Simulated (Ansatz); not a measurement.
The cluster Nb3Si3, relaxed as a quartet with UKS PBE-D4/def2-SVP in Ansatz, starting from the PBE-D4/def2-SVP geometry of the neutral doublet. Force threshold 0.02 eV/Å.

In the def2 sets Nb takes a core potential; there is no spin–orbit coupling. The relaxation made no stability test and no search for a lower SCF solution. At PBE-D4/def2-SVP a doublet of charge 0 lies 0.76 eV below the quartet, each at its own geometry. Another isomer (doublet) lies 0.09 eV lower at PBE0-D4/def2-TZVP.

Start:

```xyz
6

Nb    0.4096   -0.0184    1.3972
Nb   -0.1956   -1.8357   -0.2160
Nb   -1.8340   -0.0862    0.2905
Si   -0.5980    2.1024    0.3193
Si    0.1835    0.5468   -1.3029
Si    2.0345   -0.7089   -0.4881
```

```
step  energy (eV)  largest force component (eV/Å)  SCF passes
   1  -28264.6691                           0.959         113
   2  -28264.7764                           0.232          57
   3  -28264.7927                           0.202          43
   4  -28264.8016                           0.156          49
   5  -28264.8065                           0.100          41
   6  -28264.8105                           0.068          45
   7  -28264.8116                           0.016          41
```

Force components are those of the run's own axes.

End:

```xyz
6

Nb    0.5190    0.0929    1.3668
Nb   -0.2585   -1.8416   -0.2510
Nb   -1.8577   -0.1350    0.2401
Si   -0.6538    2.1051    0.3501
Si    0.2109    0.5511   -1.2303
Si    2.0401   -0.7724   -0.4756
```

By distances, no bond broke or formed. The bond that changes most is Nb1–Nb3, from 2.50 to 2.64 Å (atoms count from 1).

No frequencies were taken in this run, so the end may be a saddle point.

Hardware: 4 threads of Arm Neoverse V2 on a shared host. Wall time 38 s.
